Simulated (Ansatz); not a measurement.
Reaction (substitution at a C–C bond): `CC1OB1O` + `C[SiH](O)S` → `CO[SiH](C)S` + `OB1CO1`

Program: Ansatz. Geometries: PBE0-D4/def2-TZVP. ΔE: electronic, gas phase. CBS: MP2 limit from def2 TZ/QZ plus the TZ coupled-cluster correction, frozen cores. Functionals use def2-TZVPP. One conformer a species, not always the lowest.

| level | ΔE (eV) |
| --- | --- |
| PBE-D4 | 0.71 |
| ωB97M-V | 0.70 |
| B2PLYP | 0.70 |
| HF/def2-QZVPP | 0.62 |

What does CCSD(T)/CBS give? (Best estimate.)

Ansatz gave: +0.73 eV. The listed levels differ from it by -0.02, -0.03, -0.03, -0.11 eV.

Largest T1 diagnostic among the species: 0.014.

In def2-TZVPP, CCSD(T) changes the Hartree–Fock value by +0.08 eV (the triples alone add +0.01 eV) and MP2 by +0.14 eV.
